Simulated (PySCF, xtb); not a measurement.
BFH4O2Si, SMILES OB(F)O[SiH3]. Atoms are numbered in the order given.

```xyz
9

B     -0.0482    -0.9630     0.0000
F     -0.8178    -2.0574     0.0000
O      1.3059    -1.0845     0.0000
H      1.6081    -2.0011     0.0000
O     -0.6382     0.2518     0.0000
Si     0.0087     1.8020     0.0000
H      0.8367     2.0134    -1.2189
H      0.8367     2.0134     1.2189
H     -1.1423     2.7402     0.0000
```
Charge 0, spin multiplicity 1.

The structure is a stationary point at B3LYP-D3(BJ)/def2-SVP. The structure was generated by enumeration, and PubChem lists no compound with its InChIKey, so it may never have been made. One conformer was computed; it need not be the lowest.

These are IEF-PCM-B3LYP/def2-SVP (PySCF) values and carry that method's errors.

The values are the electrostatic part of the solvation free energy, E(continuum) − E(gas) at the gas-phase geometry, in a cavity of scaled van der Waals radii (PySCF's table); cavitation and dispersion terms are not included. In vacuum the orbital gap is 9.24 eV. The dipole moment in vacuum is 1.47 D.

Problem. Estimate the values in water (ε = 78.36), chlorobenzene (ε = 5.70), cyclohexanone (ε = 15.62). (The exact figures need the calculation; the answer reports its results.)

Solution. 
| solvent | ε | ΔG(elec) (kcal/mol) | dipole (D) | gap (eV) |
|---|---|---|---|---|
| water | 78.36 | -4.4 | 1.73 | 9.31 |
| chlorobenzene | 5.70 | -3.3 | 1.67 | 9.30 |
| cyclohexanone | 15.62 | -4.1 | 1.71 | 9.31 |

For comparison, GFN2-xTB/ALPB(water) (xtb, at the GFN2-xTB geometry, all terms of that model) gives -5.2 kcal/mol.
